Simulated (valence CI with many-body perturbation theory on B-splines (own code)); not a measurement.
# I XXIII: electric-dipole lines

Method: valence CI with perturbative core correlation (CI+MBPT): three valence electrons over a frozen Dirac-Fock core [Ar] 3d10, a basis of 11 s, 11 p, 10 d, 8 f, 5 g, 2 h functions for each j, with the one-electron correlation potential Σ1, the two-electron term Σ2, the three-electron term Σ3, Breit, model QED; selected CI, second order for the rest, scaled by the run's own slope (own B-spline code, finite nucleus).

No measured spectrum was set against this ion. As an estimate, levels hold to about 250 cm⁻¹ or 0.2 % of their energy and the worst to 1 %, as in measured heavy ions of charge 2 to 7; those with d or f electrons hold less well.

Lines 1 to 50 of 568 in falling wavelength, among levels below 327.73 eV, chosen from the strongest by gf and those to the six lowest levels. Wavelengths and rates use the calculated energies, so an error of 2000 cm⁻¹ moves a line at 521.7 Å by 1 % and its rate by three times that or more. Electric multipoles are in the length gauge, E1 and E2 with the static RPA response of the core. Weak lines are less certain than strong ones. Lines between different terms over intervals too small for the method are left out, as are lines whose strength nearly cancels. Where a level lies close to another of its J and parity, the split of strength between their lines is uncertain. The highest levels of a list are the least certain.

Names give the largest LS component (configuration and term), which can be under half, so a name can repeat, a term be missing and a line seem to break the LS rules; names also repeat where a configuration has a term twice. Letters in brackets count levels of one name in rising energy.

| λ vac (Å) | Upper | Lower | A (s⁻¹) | S (a.u.) with core polarisation | S without |
| --- | --- | --- | --- | --- | --- |
| 521.7 | 4s2.5p 2P°_1/2 | 4s2.5s 2S_1/2 | 4.45e+09 | 6.24e-01 | 6.34e-01 |
| 410.2 | 4s2.5p 2P°_3/2 | 4s2.5s 2S_1/2 | 8.69e+09 | 1.18e+00 | 1.20e+00 |
| 390.7 | 4s.4p2 4P_1/2 | 4s2.4p 2P°_3/2 | 8.58e+07 | 5.05e-03 | 5.49e-03 |
| 296.4 | 4s.4p2 4P_3/2 | 4s2.4p 2P°_3/2 | 3.30e+08 | 1.70e-02 | 1.85e-02 |
| 292.3 | 4p3 2D°_5/2 | 4s.4p2 2P_3/2 | 4.50e+09 | 3.32e-01 | 3.62e-01 |
| 282.2 | 4p2.4f 2H°_9/2 | 4s.4p.4f 2G_7/2 [b] | 2.78e+09 | 3.09e-01 | 3.36e-01 |
| 277.0 | 4p2.4d 2G_9/2 | 4s.4p.4d 2F°_7/2 [a] | 3.32e+09 | 3.49e-01 | 3.80e-01 |
| 270.4 | 4p.4d2 2H°_9/2 | 4s.4d2 2G_9/2 | 3.03e+09 | 2.96e-01 | 3.23e-01 |
| 270.0 | 4s.4p2 4P_5/2 | 4s2.4p 2P°_3/2 | 2.60e+09 | 1.51e-01 | 1.65e-01 |
| 264.6 | 4p2.4f 2G°_7/2 | 4s.4p.4f 2F_7/2 [a] | 4.31e+09 | 3.16e-01 | 3.44e-01 |
| 262.4 | 4s.4p2 4P_1/2 | 4s2.4p 2P°_1/2 | 3.31e+09 | 5.91e-02 | 6.43e-02 |
| 251.0 | 4p.4d2 4G°_5/2 [a] | 4s.4p.4f 4F_3/2 | 5.18e+09 | 2.43e-01 | 2.64e-01 |
| 245.2 | 4p3 2P°_3/2 [a] | 4s.4p2 2D_3/2 | 4.78e+09 | 1.39e-01 | 1.52e-01 |
| 243.7 | 4p2.4d 2D_5/2 [a] | 4s.4p.4d 2F°_7/2 [b] | 7.15e+09 | 3.06e-01 | 3.33e-01 |
| 243.5 | 4p2.4f 4G°_9/2 | 4s.4p.4f 4F_9/2 | 4.25e+09 | 3.03e-01 | 3.29e-01 |
| 241.2 | 4p.4d2 4G°_9/2 | 4s.4d2 4F_9/2 | 6.14e+09 | 4.26e-01 | 4.63e-01 |
| 240.8 | 4p.4d2 4G°_7/2 [a] | 4s.4p.4f 4D_7/2 | 6.43e+09 | 3.55e-01 | 3.86e-01 |
| 240.4 | 4p2.4f 4G°_7/2 | 4s.4p.4f 4F_7/2 | 5.36e+09 | 2.94e-01 | 3.20e-01 |
| 240.3 | 4p2.4d 4D_3/2 | 4s.4p.4d 2D°_5/2 [a] | 8.69e+09 | 2.38e-01 | 2.59e-01 |
| 239.6 | 4p2.4d 4D_5/2 | 4s.4p.4d 2D°_5/2 [a] | 5.77e+09 | 2.35e-01 | 2.56e-01 |
| 239.3 | 4p2.4f 2H°_11/2 [a] | 4s.4p.4f 4G_11/2 | 5.04e+09 | 4.09e-01 | 4.45e-01 |
| 239.2 | 4p.4d2 4D°_7/2 [a] | 4s.4d2 4F_9/2 | 7.39e+09 | 4.00e-01 | 4.35e-01 |
| 234.4 | 4s.4p2 2D_3/2 | 4s2.4p 2P°_3/2 | 1.66e+09 | 4.21e-02 | 4.58e-02 |
| 233.4 | 4p2.4f 2F°_7/2 | 4s.4p.4f 4F_9/2 | 5.89e+09 | 2.96e-01 | 3.22e-01 |
| 233.2 | 4p.4d2 2G°_7/2 | 4s.4p.4f 2G_9/2 [b] | 5.13e+09 | 2.57e-01 | 2.80e-01 |
| 232.8 | 4p.4d2 4G°_7/2 [a] | 4s.4p.4f 4G_9/2 | 7.02e+09 | 3.50e-01 | 3.80e-01 |
| 230.3 | 4p2.4d 2G_9/2 | 4s.4p.4d 4D°_7/2 | 3.97e+09 | 2.40e-01 | 2.61e-01 |
| 228.9 | 4p3 4S°_3/2 | 4s.4p2 2D_5/2 | 1.05e+10 | 2.49e-01 | 2.71e-01 |
| 227.4 | 4p2.4f 4F°_7/2 | 4s.4d2 2G_9/2 | 5.13e+09 | 2.38e-01 | 2.59e-01 |
| 226.3 | 4p.4d2 4G°_7/2 [b] | 4s.4p.4f 4G_9/2 | 6.45e+09 | 2.95e-01 | 3.21e-01 |
| 226.2 | 4p2.4f 2G°_9/2 [a] | 4s.4p.4f 4G_11/2 | 8.54e+09 | 4.88e-01 | 5.30e-01 |
| 226.0 | 4p3 2D°_5/2 | 4s.4p2 2D_5/2 | 1.17e+10 | 3.98e-01 | 4.34e-01 |
| 223.8 | 4p2.4f 2H°_11/2 [b] | 4s.4p.4f 2G_9/2 [b] | 1.31e+10 | 8.72e-01 | 9.50e-01 |
| 223.6 | 4p2.4d 4F_7/2 | 4s.4p.4d 4F°_9/2 | 1.49e+10 | 6.57e-01 | 7.15e-01 |
| 221.6 | 4p2.4d 4F_5/2 | 4s.4p.4d 4F°_7/2 | 1.78e+10 | 5.73e-01 | 6.23e-01 |
| 221.3 | 4p2.4d 4F_9/2 | 4s.4p.4d 2F°_7/2 [b] | 8.48e+09 | 4.54e-01 | 4.95e-01 |
| 221.0 | 4p2.4d 4F_3/2 | 4s.4p.4d 4F°_5/2 | 1.58e+10 | 3.37e-01 | 3.67e-01 |
| 218.1 | 4s.4p2 2P_1/2 | 4s2.4p 2P°_3/2 | 4.86e+09 | 4.97e-02 | 5.41e-02 |
| 216.2 | 4s.4p2 4P_3/2 | 4s2.4p 2P°_1/2 | 8.31e+07 | 1.66e-03 | 1.80e-03 |
| 215.5 | 4p2.4d 2G_9/2 | 4s.4p.4d 4F°_9/2 | 1.34e+10 | 6.60e-01 | 7.18e-01 |
| 215.5 | 4p3 2P°_3/2 [a] | 4s.4p2 4P_5/2 | 2.42e+10 | 4.77e-01 | 5.19e-01 |
| 211.7 | 4p2.4d 4F_9/2 | 4s.4p.4d 2F°_7/2 [a] | 6.80e+09 | 3.19e-01 | 3.48e-01 |
| 210.7 | 4p2.4d 4P_5/2 | 4s.4p.4d 4D°_7/2 | 1.57e+10 | 4.34e-01 | 4.72e-01 |
| 208.0 | 4p2.4d 4P_3/2 | 4s.4p.4d 4D°_5/2 | 1.22e+10 | 2.17e-01 | 2.36e-01 |
| 206.2 | 4p3 2P°_3/2 [b] | 4s.4p2 2P_3/2 | 1.30e+10 | 2.25e-01 | 2.45e-01 |
| 205.7 | 4p2.4d 2D_5/2 [c] | 4s.4p.4d 2P°_3/2 [b] | 9.84e+09 | 2.54e-01 | 2.76e-01 |
| 205.6 | 4s.4p.4f 2F_7/2 [a] | 4s2.4f 2F°_7/2 | 7.24e+09 | 2.48e-01 | 2.70e-01 |
| 203.8 | 4p2.4d 2F_7/2 [b] | 4s.4p.4d 2F°_7/2 [b] | 8.04e+09 | 2.69e-01 | 2.92e-01 |
| 203.7 | 4s.4p2 2D_5/2 | 4s2.4p 2P°_3/2 | 8.36e+09 | 2.09e-01 | 2.28e-01 |
| 203.3 | 4p2.4d 2F_7/2 [b] | 4s.4p.4d 2F°_5/2 [b] | 7.06e+09 | 2.34e-01 | 2.55e-01 |
